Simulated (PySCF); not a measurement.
Cl2Sn, charge -1, multiplicity 2. Atoms are numbered in the order given.

```xyz
3

Sn     0.0000     0.0000     0.6667
Cl     0.0000    -1.9788    -0.9805
Cl     0.0000     1.9788    -0.9805
```
Charge -1, spin multiplicity 2.

Geometry optimised at PBE-D3(BJ)/def2-SVPD. The spin state was assumed, not searched. The isomer is the one that the SMILES or the coordinates give; other isomers of the formula were not compared. The def2 effective core potentials stand for the cores of Sn; spin–orbit coupling is left out.

Calculation: PBE-D3(BJ)/def2-SVPD (PySCF).

Frequencies are harmonic and unscaled.

Computed harmonic wavenumbers and intensities:
```tsv
mode	ν (cm⁻¹)	IR (km/mol)	moving atoms (share of kinetic energy)
1	80	0.8	Cl 85 %, Sn 15 %
2	239	94.3	Cl 74 %, Sn 26 %
3	258	44.8	Cl 77 %, Sn 23 %
```
